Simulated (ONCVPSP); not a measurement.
argon (Ar), ONCV: configuration errors across variants

| Property | Result |
| --- | --- |
| Element | argon |
| Generator | ONCVPSP 4.0.1 |
| Type | optimised norm-conserving Vanderbilt (ONCV) |
| Functional | PBEsol |
| Relativity | scalar-relativistic |
| Frozen core | [Ne] |
| Valence charge | 8 |
| Reference configuration | 3s2 3p6 |
| Partial waves | 3s: rc 1.10 bohr, ncon 4, nbas 8, qcut 7.4 1/bohr, 2 projectors, debl 1.1 Ha; 3p: rc 1.45 bohr, ncon 4, nbas 7, qcut 4.9 1/bohr, 1 projector |
| Local potential | polynomial inside 0.90 bohr (lpopt 5, dvloc0 3 Ha) |
| Core correction | Teter function, fcfact 1.5, rcfact 1.25 |

All-electron excitation energies from the reference (eV): (1) 3s2 3p5 16.014; (2) 3s2 3p4 44.618; (3) 3s2 3p3 87.140; (4) 3s2 3p2 144.713.

1 further variants failed, have other tests or too few solved ones, and are left out.

A true bound ghost makes a file unfit for plane-wave use even where its test errors are small: the radial tests pick states by their node count and pass the ghost by.

Errors AE − PS in meV (a dash: test not solved or not reliable):

```csv
change,(1),(2),(3),(4),bound ghosts,GHOST(+) flags above zero
base,+2.5,+20,+66,+153,s,none
p: qcut 3.9,+2.5,+21,+68,+161,s,none
s: qcut 6.1,+2.7,+21,+71,+166,none,s
"local potential polynomial inside 0.75 bohr (lpopt 5, dvloc0 0 Ha)",+3.6,+26,+80,+176,s,none
s: debl 4.05,+2.7,+21,+70,+164,none,s
```

(1) Give the same row for: local potential polynomial inside 0.90 bohr (lpopt 5, dvloc0 2 Ha).

Results:

(1) +2.7, +21, +67, +155; bound ghosts: s; GHOST(+) flags above zero: none.
